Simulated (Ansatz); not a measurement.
B(vinyl)(OH)2 (C2H5BO2), SMILES C=CB(O)O.

Geometry optimised at B3LYP-D3(BJ)/def2-SVP. One conformer was computed; it need not be the lowest.

Two levels are set side by side: PBE/def2-SVPD (Ansatz, a program for electronic structure) and CAM-B3LYP/def2-SVPD (Ansatz). Energy differences of separate SCF runs at the same geometry; the states with an electron removed or added have multiplicity 2 and 2. Differences are taken from unrounded values.

```csv
quantity,CAM-B3LYP,PBE,PBE minus CAM-B3LYP
vertical ionisation energy (eV),10.32,10.17,-0.16
vertical singlet–triplet gap (eV),3.97,4.04,0.07
```

On these quantities the two levels nearly agree.
